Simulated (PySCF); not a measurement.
C6H5NO.
SMILES with atom numbers: `[CH:1]#[C:2]/[C:3](=[CH:4]\[C:5]#[N:6])[O:7][CH3:8]` (hydrogens: H9 on C1; H10 on C4; H11, H12, H13 on C8)

The same species was optimised twice, with GFN2-xTB and with PBE0-D3(BJ)/def2-SVP (PySCF), and the same property calculations (PySCF, gas phase) were run on both structures.

```tsv
coordinate	GFN2-xTB	PBE0-D3(BJ)/def2-SVP	change
C4–C5 (Å)	1.397	1.414	+0.017
C3–O7 (Å)	1.351	1.338	-0.013
C5≡N6 (Å)	1.149	1.162	+0.013
C1≡C2 (Å)	1.201	1.212	+0.011
C2–C3 (Å)	1.418	1.429	+0.011
C3=C4 (Å)	1.354	1.360	+0.006
O7–C8 (Å)	1.410	1.411	+0.001
C3–O7–C8 (°)	117.7	119.5	+1.8
C2–C3–C4 (°)	120.4	122.1	+1.7
C4–C3–O7 (°)	119.4	118.3	-1.1
C3–C4–C5 (°)	122.2	122.8	+0.6
C2–C3–O7 (°)	120.3	119.6	-0.7
C4–C5–N6 (°)	178.7	178.7	0.0
C1–C2–C3 (°)	178.8	178.8	0.0
C2–C3–O7–C8 (°)	0	-1	-1
```

Rotational constants: A = 3945, B = 1433, C = 1058 MHz (GFN2-xTB) against A = 3848, B = 1408, C = 1038 MHz (PBE0-D3(BJ)/def2-SVP). Point groups within 0.08 Å: Cs and Cs.

On the GFN2-xTB structure: lowest singlet, TDDFT (eV) 4.91 [wB97X-D/def2-SVPD]; lowest triplet, Tamm–Dancoff (eV) 2.88 [wB97X-D/def2-SVPD]; isotropic polarisability (au) 82.4 [wB97X-D/def2-SVPD]; HOMO (eV) -8.86 [wB97X-D/def2-SVPD]; LUMO (eV) -0.28 [wB97X-D/def2-SVPD]; dipole (D) 5.42 [wB97X-D/def2-SVPD]; HOMO (eV) -7.07 [PBE0/pcSseg-1]; LUMO (eV) -1.94 [PBE0/pcSseg-1]; dipole (D) 5.52 [PBE0/pcSseg-1]; GIAO shielding of C1 (ppm) 83.9 [PBE0/pcSseg-1]; GIAO shielding of C2 (ppm) 109.2 [PBE0/pcSseg-1]; GIAO shielding of C3 (ppm) 23.7 [PBE0/pcSseg-1]; GIAO shielding of C4 (ppm) 93.9 [PBE0/pcSseg-1]; GIAO shielding of C5 (ppm) 65.7 [PBE0/pcSseg-1]; GIAO shielding of N6 (ppm) -61.6 [PBE0/pcSseg-1]; GIAO shielding of O7 (ppm) 212.3 [PBE0/pcSseg-1]; GIAO shielding of C8 (ppm) 128.4 [PBE0/pcSseg-1].

Problem. What do these properties become on the PBE0-D3(BJ)/def2-SVP structure?

Solution. 
```
                                    property              level  on GFN2-xTB  on PBE0-D3(BJ)/def2-SVP  change
                  lowest singlet, TDDFT (eV)  wB97X-D/def2-SVPD         4.91                     4.86   -0.05
           lowest triplet, Tamm–Dancoff (eV)  wB97X-D/def2-SVPD         2.88                     2.83   -0.05
               isotropic polarisability (au)  wB97X-D/def2-SVPD         82.4                     84.1    +1.7
                                   HOMO (eV)  wB97X-D/def2-SVPD        -8.86                    -8.81   +0.05
                                   LUMO (eV)  wB97X-D/def2-SVPD        -0.28                    -0.30   -0.02
                                  dipole (D)  wB97X-D/def2-SVPD         5.42                     5.64   +0.22
energy, GFN2-xTB geometry as zero (kcal/mol)  wB97X-D/def2-SVPD          0.0                     -1.3    -1.3
                                   HOMO (eV)      PBE0/pcSseg-1        -7.07                    -7.03   +0.04
                                   LUMO (eV)      PBE0/pcSseg-1        -1.94                    -1.95   -0.01
                                  dipole (D)      PBE0/pcSseg-1         5.52                     5.73   +0.21
energy, GFN2-xTB geometry as zero (kcal/mol)      PBE0/pcSseg-1          0.0                     -0.5    -0.5
                  GIAO shielding of C1 (ppm)      PBE0/pcSseg-1         83.9                     82.5    -1.4
                  GIAO shielding of C2 (ppm)      PBE0/pcSseg-1        109.2                    108.9    -0.3
                  GIAO shielding of C3 (ppm)      PBE0/pcSseg-1         23.7                     24.0    +0.3
                  GIAO shielding of C4 (ppm)      PBE0/pcSseg-1         93.9                     91.9    -2.0
                  GIAO shielding of C5 (ppm)      PBE0/pcSseg-1         65.7                     63.7    -2.0
                  GIAO shielding of N6 (ppm)      PBE0/pcSseg-1        -61.6                    -67.6    -6.0
                  GIAO shielding of O7 (ppm)      PBE0/pcSseg-1        212.3                    211.6    -0.7
                  GIAO shielding of C8 (ppm)      PBE0/pcSseg-1        128.4                    127.4    -1.0
```

The heavy atoms differ by 0.035 Å rms after alignment. Among bonds between heavy atoms C4–C5 changes most (+0.017 Å). Changes are differences of the printed values. Neither structure is proved a minimum here.

The values belong to the conformer `[CH:1]#[C:2]/[C:3](=[CH:4]\[C:5]#[N:6])[O:7][CH3:8]`: C2–C3–O7–C8 -1°.

Note: wB97X-D ran without an empirical dispersion term, which enters the total energy and its gradient alone.
